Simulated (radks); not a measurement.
Results of a calculation; reference values are marked as such.
Dipole-allowed excitations along the series with 28 electrons in [Ar] 3d10. Code: a radial shooting solver on a logarithmic mesh with Libxc functionals. Model: non-relativistic Kohn-Sham, PBE, spin-polarised, spherical densities, point nucleus. Time-dependent linear response with the Hartree and adiabatic LDA kernel, continuum included through the Sternheimer equations. Lines are the poles of the dipole polarisability below minus the highest occupied eigenvalue, found on a grid refined at the orbital gaps; the lowest seven at most are given, and weak or close lines can be missed. The first line takes the name of the lowest orbital gap if no other gap lies below it; otherwise a line is named after a gap within 0.6 % of it, if that gap stands alone.

species  -e(HOMO) (eV)  lowest orbital gap (eV)  first line (eV)      f  strongest line (eV)  its f  static alpha (bohr^3)
Cu+             13.752              3d-4p 7.281    7.693 (3d-4p)  0.345            the first  0.345                  8.193
Zn2+            31.081             3d-4p 15.544   16.100 (3d-4p)  0.452            the first  0.452                  2.949
Ga3+            52.852             3d-4p 25.820   26.496 (3d-4p)  0.507            the first  0.507                  1.459
Ge4+            78.549             3d-4p 37.848   38.640 (3d-4p)  0.532            the first  0.532                 0.8531
Se6+            140.70             3d-4p 66.641   67.674 (3d-4p)  0.542       107.38 (3d-4f)  0.871                 0.3827
